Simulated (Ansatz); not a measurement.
C2H7BN2, SMILES `NB1CNC1`, charge 0, multiplicity 1.

(1) Give a relaxed structure at PBE0-D4/def2-TZVP (Ansatz). (An estimate is asked.)

Results:

(1) The calculation gave: 
```xyz
12

N     0.820   -1.490   -0.973
B     0.243   -0.438   -0.284
C     0.405    1.140   -0.270
N    -0.894    1.167    0.444
C    -0.923   -0.277    0.780
H     1.552   -1.367   -1.652
H     0.538   -2.448   -0.850
H     0.415    1.714   -1.202
H     1.261    1.467    0.339
H    -0.931    1.791    1.239
H    -0.590   -0.508    1.803
H    -1.897   -0.752    0.627
```
Point group Cs.
This is one stationary point; other conformers may exist.
